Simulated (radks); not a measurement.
Effect of the nuclear size on the gold ion Au2+, [Xe] 4f14 5d9. Method: Dirac Kohn-Sham, BLYP, spin-unpolarised, spherical densities, finite nucleus; open shells fill j = l - 1/2 first; Fermi nuclear charge, rms radius 5.4371 fm; computed with a radial shooting solver on a logarithmic mesh with Libxc functionals. The rms radius is varied about that value; shifts are against it.

rms radius (fm)  total energy shift (eV)  density at nucleus (e/bohr^3)  1s1/2 shift (meV)  2s1/2 shift (meV)  5s1/2 shift (meV)  5p1/2 shift (meV)  5d5/2 shift (meV)  6s1/2 (empty) shift (meV)  6p1/2 (empty) shift (meV)
4.8445                             -20.0                      2.245e+06              -8010              -1180              -13.6             -0.325              0.118                      -1.74                     -0.082
5.2305                             -7.13                      2.178e+06              -2860               -422              -4.86             -0.116              0.042                     -0.620                     -0.029
5.4371                                 0                      2.144e+06              0.000              0.000              0.000              0.000              0.000                      0.000                      0.000
5.6709                              8.26                      2.108e+06               3310                489               5.63              0.135             -0.049                      0.719                      0.034
6.0352                              21.6                      2.056e+06               8640               1280               14.7              0.353             -0.127                       1.87                      0.089

Slopes of the eigenvalues against <r^2> in GHz/fm^2, as finite differences over the two radii next to the reference (eigenvalue slopes, not the field-shift constants of lines): 1s1/2 311000, 2s1/2 45900, 5s1/2 528, 5p1/2 12.7, 5d5/2 -4.58, 6s1/2 (empty) 67.4, 6p1/2 (empty) 3.19.
